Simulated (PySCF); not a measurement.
# Electron correlation in Ga⁺ (gallium, charge +1)

[Ar] 3d10 4s2, closed-shell 1S. Computed with PySCF 2.14 in aug-cc-pwCVDZ-PP with ECP10MDF (6s5p4d1f, 48 functions), with a scalar-relativistic core potential. Frozen: 3s2 3p6 3d10; 2 electrons correlated.

With two correlated electrons CCSD is exact within the correlated space (frozen core and kept virtual orbitals).

| level | correlation energy (mhartree) |
| --- | --- |
| CCSD | -36.57 |

Diagnostics: T1 = 0.0064, D1 = 0.0091, largest double amplitude 0.095.

Problem. Is a single reference adequate?

Solution. Mostly. T1 lies below 0.03, but a double amplitude of this size points to a near-degeneracy that CCSD handles and MP2 describes poorly.
